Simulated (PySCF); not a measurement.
Si(Br)2 anion (Br2Si), SMILES Br[Si]Br (connectivity only; charge and spin as stated), charge -1, multiplicity 2.

Geometry optimised at PBE0-D3(BJ)/def2-SVPD. The spin state was assumed, not searched. The isomer is the one that the SMILES or the coordinates give; other isomers of the formula were not compared.

Method: PBE0-D3(BJ)/def2-SVPD in PySCF.

Frequencies are harmonic and unscaled.

```csv
mode,ν (cm⁻¹),IR (km/mol),moving atoms (share of kinetic energy)
1,92,0.7,"Br 92 %, Si 8 %"
2,287,95.6,"Si 77 %, Br 23 %"
3,316,23.3,"Si 77 %, Br 23 %"
```
